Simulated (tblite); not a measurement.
C5H3O2 (doublet state).
Atom-mapped SMILES: `[O:1]=[CH:2][c:3]1[c:4][cH:5][cH:6][o:7]1` (hydrogens: H8 on C2; H9 on C5; H10 on C6)

Structure optimised with GFN2-xTB, isolated species. This method treats the open shell by occupation alone, without spin polarisation.

Question: What internal coordinates does the optimisation give?

Answer: 
```json
{"bond": "O1=C2", "length (Å)": "1.204", "order": "double"}
{"bond": "C2–C3", "length (Å)": "1.447", "order": "single"}
{"bond": "C3–C4", "length (Å)": "1.370", "order": "aromatic"}
{"bond": "C4–C5", "length (Å)": "1.394", "order": "aromatic"}
{"bond": "C5–C6", "length (Å)": "1.372", "order": "aromatic"}
{"bond": "C6–O7", "length (Å)": "1.336", "order": "aromatic"}
{"bond": "C3–O7", "length (Å)": "1.367", "order": "aromatic"}
{"bond": "C2–H8", "length (Å)": "1.107", "order": "single"}
{"bond": "C5–H9", "length (Å)": "1.069", "order": "single"}
{"bond": "C6–H10", "length (Å)": "1.073", "order": "single"}
```

Orders are formal, as drawn. A selection of angles:
```json
{"angle": "O1–C2–C3", "degrees": "125.4"}
{"angle": "O1–C2–H8", "degrees": "122.2"}
{"angle": "C3–C2–H8", "degrees": "112.5"}
{"angle": "C2–C3–C4", "degrees": "133.0"}
{"angle": "C2–C3–O7", "degrees": "119.6"}
{"angle": "C4–C3–O7", "degrees": "107.4"}
{"angle": "C3–C4–C5", "degrees": "109.4"}
{"angle": "C4–C5–C6", "degrees": "103.9"}
{"angle": "C4–C5–H9", "degrees": "128.3"}
{"angle": "C6–C5–H9", "degrees": "127.8"}
{"angle": "C5–C6–O7", "degrees": "111.9"}
{"angle": "C5–C6–H10", "degrees": "130.8"}
{"angle": "O7–C6–H10", "degrees": "117.3"}
{"angle": "C3–O7–C6", "degrees": "107.4"}
```

Dihedral angles: O1–C2–C3–C4 0° (synperiplanar).

The 7 heavy atoms lie in one plane (0.001 Å rms). The 5-membered ring C3–C4–C5–C6–O7 has internal angles of 103.9° to 111.9°; it is planar, 0.00 Å rms from its mean plane, widest ring torsion 0°. C6 (carbon bonded to C, O and H) is planar (angles 130.8°, 117.3° and 111.9°, sum 360.0°, 0.00 Å off the plane of its three neighbours). The C–C distances run from 1.370 Å (C3–C4, aromatic) to 1.447 Å (C2–C3, drawn single), a spread of 0.077 Å. C3 (carbon bonded to 2 C and O) is planar (angles 133.0°, 119.6° and 107.4°, sum 360.0°, 0.00 Å off the plane of its three neighbours). The 3 C–O bonds span 1.204 Å (O1=C2, drawn double) to 1.367 Å (C3–O7, aromatic), a spread of 0.163 Å. C2 (carbon bonded to C, O and H) is planar (angles 125.4°, 122.2° and 112.5°, sum 360.0°, 0.00 Å off the plane of its three neighbours).

Point group: Cs (every atom within 0.08 Å of its image). Its GFN2-xTB frequencies are all real (lowest 146 cm⁻¹). 2 starts were optimised and ended at 0.00 and 0.81 kcal/mol (GFN2-xTB); the lowest of these is shown.

The run took 0.13 s on an Intel Xeon at 2.50 GHz with one thread, shared host with 64 logical CPUs at a one-minute load of 60. That covers the optimisation of the geometry.

One conformer stands for the species.

These are computed values.
